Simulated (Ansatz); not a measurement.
`BN=C=N` and `N=C=N` differ in one atom or group.

Ansatz, PBE0-D4/def2-TZVP geometries, multiplicity 1. Each molecule was computed in one conformer, which needn't be the lowest.

```csv
property,`BN=C=N`
HOMO–LUMO gap (PBE0/def2-TZVPP) / eV,6.51
LUMO energy (PBE0/def2-TZVPP) / eV,-1.47
LUMO energy (B3LYP/def2-TZVPP) / eV,-1.68
zero-point energy (PBE0-D4/def2-TZVP) / kJ/mol,118.1
LUMO energy (ωB97M-V/def2-TZVPP) / eV,0.49
HOMO energy (PBE/def2-TZVPP) / eV,-6.68
```

Problem. What does the change do to each property? (Estimate.)

Solution. Ansatz gave: 
```csv
property,`N=C=N`,shift
HOMO–LUMO gap (PBE0/def2-TZVPP) / eV,8.97,2.46
LUMO energy (PBE0/def2-TZVPP) / eV,0.69,2.16
LUMO energy (B3LYP/def2-TZVPP) / eV,0.35,2.03
zero-point energy (PBE0-D4/def2-TZVP) / kJ/mol,86.5,-31.6
LUMO energy (ωB97M-V/def2-TZVPP) / eV,2.29,1.80
HOMO energy (PBE/def2-TZVPP) / eV,-6.90,-0.22
```

With PBE0 the HOMO falls by 0.31 eV and the LUMO rises by 2.16 eV, so the gap widens by about 2.47 eV. PBE moves the HOMO by -0.22 eV and ωB97M-V by -0.38 eV. The zero-point energy changes by -31.6 kJ/mol with -6 modes.

B3LYP here is the variant with VWN-RPA as its local correlation; programs differ in this.
